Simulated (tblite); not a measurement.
Species: C7H12SSi.
Cartesian coordinates in Å at the GFN2-xTB level; atoms count from 1:
```xyz
21
C7H12SSi angstrom
C     -0.4050    2.6513   -1.0503
C     -0.3870    1.5411   -0.5921
C     -0.4064    0.2228   -0.0810
C     -1.5611   -0.6224   -0.5611
C     -2.7715   -0.4492    0.3561
C      0.5252   -0.1905    0.7870
C      0.6041   -1.5259    1.4440
S      1.8306    0.9317    1.2956
Si     3.1419    0.6894   -0.3781
H     -0.4083    3.6275   -1.4344
H     -1.2723   -1.6737   -0.6034
H     -1.8290   -0.3037   -1.5712
H     -2.5335   -0.7680    1.3686
H     -3.6087   -1.0408   -0.0077
H     -3.0705    0.5961    0.3874
H     -0.2590   -2.1469    1.2218
H      0.6706   -1.3868    2.5226
H      1.5092   -2.0462    1.1261
H      3.5367   -0.7163   -0.4346
H      2.4303    1.0666   -1.5911
H      4.2547    1.5608   -0.0499
```

All values are computed: GFN2-xTB (tblite) harmonic vibrations without scaling, gas phase. This tight-binding method is rough: wavenumbers can miss measured ones by several per cent, in bad cases by 10 to 20. Modes of hydrogen on silicon can be 10 to 20 % off. One conformer, not necessarily the lowest.

Harmonic wavenumbers (cm⁻¹): 37.3, 52.8, 66.2, 82.8, 87.9, 117.3, 125.1, 157.3, 198.8, 262.2, 313.3, 336.9, 377.8, 387.0, 491.5, 514.8, 538.2, 554.6, 567.8, 609.3, 664.1, 673.7, 740.4, 769.4, 791.8, 799.8, 843.0, 1004.7, 1024.3, 1031.2, 1079.9, 1099.0, 1129.1, 1218.5, 1253.0, 1314.2, 1396.5, 1409.3, 1461.7, 1471.0, 1494.6, 1496.4, 1504.5, 1659.8, 2248.0, 2277.1, 2328.0, 2373.9, 2973.8, 2984.6, 2987.7, 3017.0, 3031.2, 3035.9, 3041.8, 3047.0, 3394.1.

A = 1678, B = 808.7, C = 642.7 MHz; mass 156.043 u (most abundant isotopes); point group C1, symmetry number 1.

Q: What is the zero-point energy?

A: ½Σν̃ = 34974 cm⁻¹ = 418.39 kJ/mol.

Q: Entropy at 500 K, 1 bar (ideal gas, RRHO, classical rotation)?

A: Translation 182.59, rotation 133.18, vibration 294.79: S = 610.6 J/(mol K).

Q: And Cp and H(500 K) − H(0)?

A: Cp = 280.15 J/(mol K), of which vibrations give 246.89 (their classical limit is 57 R = 473.9); H(500 K) − H(0) = 86.94 kJ/mol without the zero-point energy, 70.31 from vibrations.

Q: What must be added to the electronic energy to get the Gibbs energy at 500 K and 1 bar?

A: ZPE + [H(500 K) − H(0)] − T·S = 418.39 + 86.94 − 305.28 = 200.05 kJ/mol.

Q: Which modes carry the vibrational entropy at 500 K?

A: 37.3 cm⁻¹: 26.87; 52.8 cm⁻¹: 23.99; 66.2 cm⁻¹: 22.11; 82.8 cm⁻¹: 20.26; 87.9 cm⁻¹: 19.77; 117.3 cm⁻¹: 17.38 J/(mol K); the other 51 give 164.41 together.

Q: Blend soft modes into free rotors: weight 1/[1 + (100 cm⁻¹/ν̃)⁴] for the oscillator and the rest for a rotor with moment μB/(μ + B), μ = h/(8π²ν), B = 10⁻⁴⁴ kg m². What vibrational entropy results?

A: 264.46 J/(mol K) in place of 294.79, which changes −T·S at 500 K by +15.17 kJ/mol.

Q: How do the functions run with temperature in this model?

A: 
```tsv
T (K)	S (J/(mol K))	Cp (J/(mol K))	H − H(0) (kJ/mol)	G − H(0) (kJ/mol)	ln q(vib)
50	265.4	74.0	2.52	-10.75	1.08
100	326.7	104.4	7.03	-25.64	3.30
298.15	486.2	202.9	37.72	-107.25	11.35
373.15	535.3	234.9	54.16	-145.57	14.11
750	737.2	344.4	165.57	-387.34	26.52
1000	842.6	387.8	257.44	-585.19	33.63
```

q(vib) and H(0) count from the zero-point level.

Hindered rotation and anharmonicity are outside this model. Other conformers, if any are populated, would add a mixing term that is left out. The structure is chiral; the term R ln 2 for an equal mix with its mirror image is left out.
